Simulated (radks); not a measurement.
The numbers below are computed, except where a source is named.
Spin polarisation of the 3p2 shell in P+. Start: [Ne] 3s2 3p(up 1, down 1); electrons of 3p are moved from spin down to spin up, other shells keep equal spins. Code: a radial shooting solver on a logarithmic mesh with Libxc functionals. Model: scalar-relativistic Kohn-Sham, BLYP, spin-polarised, spherical densities, finite nucleus; Fermi nuclear charge, rms radius of each element as measured or else 0.836 A^(1/3) + 0.57 fm.

\begin{tabular}{lrrrrrr}
moment (Bohr magnetons) & E - E(0) (eV) & e(3p up) (eV) & e(3p down) (eV) & 3s down minus up (eV) & 2p down minus up (eV) & 2s down minus up (eV) \\ \hline
0 & 0.000 & -14.065 & -14.065 & 0.000 & 0.000 & 0.000 \\
0.5 & -0.059 & -14.286 & -13.812 & 0.512 & 0.085 & 0.062 \\
1 & -0.236 & -14.472 & -13.535 & 1.012 & 0.170 & 0.123 \\
1.5 & -0.526 & -14.620 & -13.242 & 1.491 & 0.254 & 0.184 \\
\end{tabular}

At moment 1.5 the spin-polarisation energy is -0.526 eV and the 3p exchange splitting 1.379 eV, that is 0.919 eV per Bohr magneton; E = -I m^2/4 would give I = 0.935 eV.
